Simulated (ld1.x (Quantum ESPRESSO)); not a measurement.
## Varying the TM potential for Pd (Z = 46)

Base potential:

ld1.x (Quantum ESPRESSO) 7.5 input, shortened:

```
&input
   title='Pd', zed=46., rel=1, dft='PBESOL', iswitch=3,
   config='[Kr] 4d10 5s0'
 /
 &inputp
   pseudotype=2, tm=.true., lloc=-1, rcloc=1.70,
   nlcc=.true., new_core_ps=.true.
 /
3
4S  1  0   2.00   0.00  1.60  1.60  0.0
4P  2  1   6.00   0.00  1.70  1.70  0.0
4D  3  2  10.00   0.00  1.40  1.40  0.0
 &test
   configts(1)='4s2 4p6 4d10 5s0'
 /
```

All-electron outer shells of the reference configuration (PBEsol, scalar-relativistic, ld1.x):

| shell | level (eV) | outermost node (bohr) | outermost maximum (bohr) |
| --- | --- | --- | --- |
| 3d | -325.50 | – | 0.28 |
| 4s | -85.25 | 0.45 | 0.85 |
| 4p | -51.14 | 0.46 | 0.91 |
| 4d | -4.05 | 0.45 | 1.10 |
| 5s | -3.30 | 1.15 | 2.67 |

Cutoffs, loose and tight: the cutoffs (Ry, on a coarse ladder) from which the occupation-weighted sum of valence levels, in a spherical-Bessel basis at the reference potential, stays within 10 and 1 mRy of its value at 400 Ry. They do not see the model core or the augmentation charge, which bear on the density cutoff. Test errors are all-electron minus pseudo excitation energies from the reference, over the configurations 4s2 4p6 4d9 5s0; 4s2 4p6 4d8 5s0; 4s2 4p6 4d7 5s0; 4s2 4p6 4d9.5 5s0; 4s1 4p6 4d10 5s0; 4s2 4p6 4d9 5s1; 4s2 4p6 4d8 5s1. A dash means not determined; rows that change the core or the reference have their own tests.

```csv
change,outcome,"cutoff, loose","cutoff, tight",bound ghosts,largest test error (meV)
base,generated,70 Ry,100 Ry,none,-1125
"all radii but the core radius scaled by about 0.91 (s 1.46, p 1.54, d 1.28 bohr); local potential all-electron potential smoothed inside 1.54 bohr (lloc = -1)",generated,80 Ry,110 Ry,none,-223
"all radii but the core radius scaled by about 1.26 (s 2.02, p 2.14, d 1.76 bohr); local potential all-electron potential smoothed inside 2.14 bohr (lloc = -1)",generated,60 Ry,90 Ry,none,-639
```

(1) What comes out with this change to the base: all radii but the core radius scaled by about 1.15 (s 1.84, p 1.96, d 1.62 bohr); local potential all-electron potential smoothed inside 1.96 bohr (lloc = -1)?

(2) What comes out with this change to the base: all radii but the core radius scaled by about 0.75 (s 1.20, p 1.28, d 1.06 bohr); local potential all-electron potential smoothed inside 1.28 bohr (lloc = -1)?

(3) What comes out with this change to the base: all radii but the core radius scaled by about 1.36 (s 2.18, p 2.32, d 1.90 bohr); local potential all-electron potential smoothed inside 2.32 bohr (lloc = -1)?

## Answers

(1) outcome: generated; cutoff, loose: 70 Ry; cutoff, tight: 90 Ry; bound ghosts: none; largest test error (meV): +2011.

(2) outcome: generated; cutoff, loose: 120 Ry; cutoff, tight: 200 Ry; bound ghosts: none; largest test error (meV): +282.

(3) outcome: generated; cutoff, loose: 55 Ry; cutoff, tight: 80 Ry; bound ghosts: none; largest test error (meV): -768.

Reading the sweep of the scale of all radii but the core radius (base = 1) (base included, trends over the rows without a ghost): The loose cutoff falls from 120 Ry at 0.75 to 55 Ry at 1.36. A larger radius leaves more room for a smooth pseudo-wave, so fewer plane waves are needed; a smaller one forces it to follow the all-electron wave where it bends sharply. The median size of the test errors (rows with all tests solved) is not monotonic: lowest 13.3 meV at 0.75, highest 129.6 meV at 1.26.
